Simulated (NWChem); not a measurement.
System: GeSiH$_{5}$Cl; SMILES Cl[SiH2][GeH3]

All runs: NWChem. The geometry was optimised at PBE-D3(BJ)/def2-SVP. Total energies compare along this basis series because the functional is fixed.

```
level             basis functions  energy (Ha)  highest occupied level (eV)  orbital gap (eV)  dipole (D)
----------------  ---------------  -----------  ---------------------------  ----------------  ----------
B3LYP/STO-3G                   41   -2797.4338                        -5.37              9.03        2.70
B3LYP/def2-SVP                 93   -2829.3227                        -7.84              7.42        1.34
B3LYP/def2-SVPD               129   -2829.3355                        -8.01              7.15        1.49
B3LYP/def2-TZVP               152   -2829.8537                        -7.96              7.23        1.33
B3LYP/def2-TZVPD              188   -2829.8551                        -7.98              7.08        1.39
B3LYP/def2-TZVPP              202   -2829.8549                        -7.96              7.23        1.34
```
